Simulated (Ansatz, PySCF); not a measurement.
BeCl, SMILES [Be+][Cl], charge +1. Atoms are numbered in the order given.

```xyz
2

Be     0.0000     0.0000    -1.3772
Cl     0.0000     0.0000     0.3479
```
Charge +1, spin multiplicity 1.

Geometry: B3LYP-D3(BJ)/def2-TZVPD. The spin state was assumed, not searched.

Two levels are set side by side: PBE-D3(BJ)/def2-TZVPD (Ansatz, a quantum-chemistry and plane-wave program) and B3LYP-D3(BJ)/def2-TZVPD (Ansatz). Each level has its own optimised geometry; the coordinates shown are those of the second. Frequencies come from the Hessian of PySCF at each geometry. Differences are taken from unrounded values.

```json
[
 {"quantity": "bond Be1–Cl2 (Å)", "B3LYP-D3(BJ)": "1.725"},
 {"quantity": "highest harmonic wavenumber (cm⁻¹)", "B3LYP-D3(BJ)": "998"},
 {"quantity": "mean harmonic wavenumber (cm⁻¹)", "B3LYP-D3(BJ)": "998"},
 {"quantity": "zero-point energy (kcal/mol)", "B3LYP-D3(BJ)": "1.43"}
]
```

Question: What does PBE-D3(BJ) give, and how far is it from B3LYP-D3(BJ)? (Estimate from the structure and the level; the computed values follow.)

Answer: 
```csv
quantity,PBE-D3(BJ),PBE-D3(BJ) minus B3LYP-D3(BJ)
bond Be1–Cl2 (Å),1.732,0.007
highest harmonic wavenumber (cm⁻¹),984,-14
mean harmonic wavenumber (cm⁻¹),984,-14
zero-point energy (kcal/mol),1.41,-0.02
```

Here PBE gives about what the other level gives.
